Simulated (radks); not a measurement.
Ba I, 56 electrons, occupied as [Xe] 6s2.

All-electron calculation, non-relativistic Kohn-Sham, LDA (Slater exchange, Perdew-Wang correlation), spin-polarised, spherical densities, point nucleus; relativity is left out, which matters for an element this heavy. Program: a radial shooting solver on a logarithmic mesh with Libxc functionals.

Energy parts (hartree):
part                       energy
total                  -7880.0891
kinetic                 7876.2179
electron-nucleus      -18668.8380
Hartree                 3098.1013
exchange-correlation    -185.5704

Orbitals (lengths in bohr, moments of r in powers of bohr; r(max) is where P^2 peaks):
orbital  occ.  eigenvalue (hartree)      <r^4>   r(max)
1s          2             -1305.743  2.453e-06  0.01799
2s          2             -200.8443  0.0004289  0.09912
2p          6             -189.5984  0.0002770  0.07733
3s          2             -42.35923    0.01735   0.2805
3p          6             -37.53673    0.01635   0.2670
3d         10             -28.52874    0.01274   0.2158
4s          2              -8.25679     0.4566   0.6529
4p          6              -6.49735     0.5470   0.6656
4d         10              -3.43218     0.8894   0.6932
5s          2              -1.15698      15.85    1.530
5p          6              -0.69846      28.35    1.689
6s          2              -0.11903       1109    4.212

The highest occupied level is 6s at -3.239 eV. Virial ratio -V/T = 2.00049. The electron density at the nucleus is 1.24e+05 e/bohr^3. The density falls to 0.001 e/bohr^3 at r = 5.55 bohr. Summed over all electrons, <r^2> = 99.77 bohr^2, which gives a Langevin (diamagnetic) susceptibility term of -79 x 10^-6 cm^3/mol.
